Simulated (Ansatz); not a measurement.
```yaml
crystal:
  periodic: [false, false, false]
  atoms:
    - {symbol: F, position_ang: [-0.908183, 0.176054, -0.480424]}
    - {symbol: Sn, position_ang: [0.229491, 0.438525, 0.157273]}
    - {symbol: F, position_ang: [0.575136, -0.653459, 0.287699]}
basis:
  gaussian: {orbitals: STO-3G}
magnetization: {spin_polarized: true, initial_magnetization: 0}
hamiltonian: {xc: {name: r2SCAN}, dispersion: d3bjatm}
scf: {lower_state_search: off}
output: {forces: true}
```

```sh
$ ansatz run in.yaml --threads 2 --pin off --events-out ev --progress --plain --max-ram 22528MiB --backend cpu
```

It prints (some lines left out):

```
Functional definition: r2SCAN
520 factors; integrals over basis functions are off by at most 3.7e-5 eV
mean field evaluation 1: about -167629.7458 eV, gradient 2.8e1 eV
mean field evaluation 2: about -167631.5959 eV, gradient 2.0e1 eV
mean field evaluation 4: about -167634.4996 eV, gradient 8.0e-1 eV
mean field evaluation 8: about -167634.4517 eV, gradient 3.3e-2 eV
mean field evaluation 16: about -167634.4517 eV, gradient 2.3e-6 eV
mean field -167634.45169775 eV, -6160.4524731798 hartree, gradient 2.3e-6 eV, S^2 0.000000; 0 other end points of the search recorded, 0 dependent functions left out
reference -167634.45170173 eV, -6160.4524733262 hartree; 34, 34 occupied and 3, 3 virtual orbitals, 520 factors
Total energy: -167634.45965401 eV, -6160.4527655672 hartree
Atom 0 at    -0.908183     0.176054    -0.480424 Å, force   -69.991961   -19.206138   -39.397653 eV/Å
Atom 1 at     0.229491     0.438525     0.157273 Å, force    10.593618   216.927795    17.528202 eV/Å
Atom 2 at     0.575136    -0.653459     0.287699 Å, force    59.398343  -197.721657    21.869451 eV/Å
Dipole moment:    -0.043099    -0.308443    -0.040289 e Å
Checks for a lower state left out: stability, starts, cluster_reference, orbital_swaps, neighbouring_geometries, increment
```

Something in this input is off. What?

The geometry is squeezed to about two thirds of its size. The calculation finished and met its thresholds. The result belongs to that input, not to the molecule as meant.
